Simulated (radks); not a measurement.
Values are calculated unless marked as measured or tabulated.
Problem. Ionisation of neutral gold, [Xe] 4f14 5d10 6s1, to Au+, [Xe] 4f14 5d10, under several functionals. Dirac Kohn-Sham, spin-unpolarised, spherical densities, finite nucleus; a radial shooting solver on a logarithmic mesh with Libxc functionals. Known Delta-SCF values: B86b exchange with PBE correlation 9.443 eV. What does XLYP give, and what is its highest occupied eigenvalue?

Solution. 9.512 eV by Delta-SCF; the 6s1/2 eigenvalue is -5.815 eV. NIST: 9.226 eV (measured).

Beside tabulated values, note that spin-unpolarised runs miss the spin-polarisation part of the exchange energy of open shells.
